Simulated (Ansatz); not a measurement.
Consider the redistribution: `COB(S)Cl` + `C[O][Ga]([SH])[SH]` → `COB(Cl)OC` + `[SH][Ga]([SH])[SH]`.

Program: Ansatz. Geometries: PBE0-D4/def2-TZVP. ΔE: electronic, gas phase. CCSD(T)/CBS is the MP2 limit (def2-TZVPP, def2-QZVPP) plus CCSD(T) − MP2 in def2-TZVPP, frozen cores. This one scheme is used for every species. For Ga outer-core shells are correlated without core-valence functions, which leaves a few kJ/mol of doubt a bond. Scalar relativity is left out up to krypton. One conformer a species, not always the lowest.

```
             species  CCSD/CBS(def2) energy (Eh)
          `COB(S)Cl`                  -998.05423
`C[O][Ga]([SH])[SH]`                 -2835.77417
         `COB(Cl)OC`                  -714.71770
`[SH][Ga]([SH])[SH]`                 -3119.14956
```

**Question.** Work out ΔE.

**Answer.** ΔE = (-714.71770) + (-3119.14956) − (-998.05423) − (-2835.77417) = -0.03886 Eh = -102.0 kJ/mol. CCSD(T)/CBS gives -98.9 kJ/mol.

Largest T1 diagnostic among the species: 0.013.

In def2-TZVPP, CCSD(T) changes the Hartree–Fock value by +17.9 kJ/mol (the triples alone add +3.1 kJ/mol) and MP2 by +20.4 kJ/mol. From PBE to PBE0 (25 % exact exchange), in def2-TZVPP and without D4, ΔE moves by −7.6 kJ/mol.
